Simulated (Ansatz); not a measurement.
Consider the ligand exchange at the Si–C bond: `O[SiH2]C[Si](O)(Cl)Cl` + CH₃OH → `CO[Si](O)(Cl)Cl` + `C[SiH2]O`.

Gas-phase electronic energies from Ansatz, PBE0-D4/def2-TZVP geometries. CBS: MP2 limit from def2 TZ/QZ plus the TZ coupled-cluster correction, frozen cores. This one scheme is used for every species. Functionals use def2-TZVPP. B3LYP here is the variant with VWN-RPA as its local correlation; programs differ in this. One conformer a species, not always the lowest.

`O[SiH2]C[Si](O)(Cl)Cl`:

Z-matrix (Å, degrees):
```
Si
C 1 1.883
O 1 1.641 2 110.2
H 1 1.488 2 108.1 3 -123.2
H 1 1.482 2 110.0 3 117.4
Si 2 1.833 1 114.0 3 58.3
H 2 1.095 1 108.5 3 -62.4
H 2 1.095 1 109.6 3 -179.8
H 3 0.963 1 114.6 2 -42.5
O 6 1.640 2 107.3 1 -43.6
Cl 6 2.046 2 111.2 1 75.9
Cl 6 2.047 2 113.2 1 -163.9
H 10 0.960 6 118.4 2 -176.2
```

CH₃OH:

Z-matrix (Å, degrees):
```
C
O 1 1.409
H 1 1.097 2 112.4
H 1 1.090 2 107.0 3 -118.5
H 1 1.097 2 112.4 3 123.0
H 2 0.959 1 108.5 3 -61.6
```

`CO[Si](O)(Cl)Cl`:

```xyz
10

C    -0.340   -0.393    1.568
O    -0.083   -0.700    0.212
Si    0.087    0.362   -0.991
O     0.410   -0.417   -2.369
Cl    1.578    1.675   -0.508
Cl   -1.618    1.419   -1.294
H    -1.307    0.106    1.677
H    -0.361   -1.331    2.123
H     0.443    0.249    1.980
H     1.192   -0.971   -2.398
```

`C[SiH2]O`:

```xyz
9

C    -0.288   -0.155    1.127
Si    0.491   -0.136   -0.566
O    -0.579    0.279   -1.753
H     0.442   -0.479    1.875
H    -1.136   -0.843    1.159
H    -0.641    0.838    1.416
H     0.967   -1.491   -0.937
H     1.647    0.807   -0.555
H    -0.903    1.180   -1.766
```

```json
{"level": "PBE-D4", "ΔE (kcal/mol)": "-17.2", "difference from CCSD(T)/CBS": "2.8"}
{"level": "r2SCAN-D4", "ΔE (kcal/mol)": "-20.2", "difference from CCSD(T)/CBS": "-0.2"}
{"level": "PBE0-D4", "ΔE (kcal/mol)": "-17.9", "difference from CCSD(T)/CBS": "2.1"}
{"level": "B3LYP-D4", "ΔE (kcal/mol)": "-20.3", "difference from CCSD(T)/CBS": "-0.3"}
{"level": "ωB97X-V", "ΔE (kcal/mol)": "-20.0", "difference from CCSD(T)/CBS": "0.0"}
{"level": "ωB97M-V", "ΔE (kcal/mol)": "-19.7", "difference from CCSD(T)/CBS": "0.3"}
{"level": "B2PLYP", "ΔE (kcal/mol)": "-21.7", "difference from CCSD(T)/CBS": "-1.7"}
{"level": "PBE", "ΔE (kcal/mol)": "-18.4", "difference from CCSD(T)/CBS": "1.6"}
{"level": "r2SCAN", "ΔE (kcal/mol)": "-20.6", "difference from CCSD(T)/CBS": "-0.6"}
{"level": "PBE0", "ΔE (kcal/mol)": "-19.1", "difference from CCSD(T)/CBS": "0.9"}
{"level": "B3LYP", "ΔE (kcal/mol)": "-22.2", "difference from CCSD(T)/CBS": "-2.2"}
{"level": "HF/def2-TZVPP", "ΔE (kcal/mol)": "-25.8", "difference from CCSD(T)/CBS": "-5.8"}
{"level": "MP2/def2-TZVPP", "ΔE (kcal/mol)": "-19.9", "difference from CCSD(T)/CBS": "0.1"}
{"level": "SCS-MP2/def2-TZVPP", "ΔE (kcal/mol)": "-21.1", "difference from CCSD(T)/CBS": "-1.1"}
{"level": "CCSD/def2-TZVPP", "ΔE (kcal/mol)": "-20.9", "difference from CCSD(T)/CBS": "-0.9"}
{"level": "CCSD(T)/def2-TZVPP", "ΔE (kcal/mol)": "-20.0", "difference from CCSD(T)/CBS": "0.0"}
{"level": "HF/def2-QZVPP", "ΔE (kcal/mol)": "-26.3", "difference from CCSD(T)/CBS": "-6.3"}
{"level": "MP2/def2-QZVPP", "ΔE (kcal/mol)": "-20.0", "difference from CCSD(T)/CBS": "0.0"}
{"level": "SCS-MP2/def2-QZVPP", "ΔE (kcal/mol)": "-21.2", "difference from CCSD(T)/CBS": "-1.2"}
{"level": "HF/CBS(def2)", "ΔE (kcal/mol)": "-26.3", "difference from CCSD(T)/CBS": "-6.3"}
{"level": "MP2/CBS(def2)", "ΔE (kcal/mol)": "-19.9", "difference from CCSD(T)/CBS": "0.1"}
{"level": "CCSD/CBS(def2)", "ΔE (kcal/mol)": "-20.8", "difference from CCSD(T)/CBS": "-0.8"}
{"level": "CCSD(T)/CBS", "ΔE (kcal/mol)": "-20.0", "difference from CCSD(T)/CBS": "0"}
```

Largest T1 diagnostic among the species: 0.010.

In def2-TZVPP, CCSD(T) changes the Hartree–Fock value by +5.8 kcal/mol (the triples alone add +0.8 kcal/mol) and MP2 by +5.9 kcal/mol. The D4 term adds +1.9 kcal/mol with B3LYP and +1.1 kcal/mol with PBE0; it sums over pairs of atoms, weighted by their polarisabilities, and B3LYP, whose exchange is more repulsive, gets the larger term.
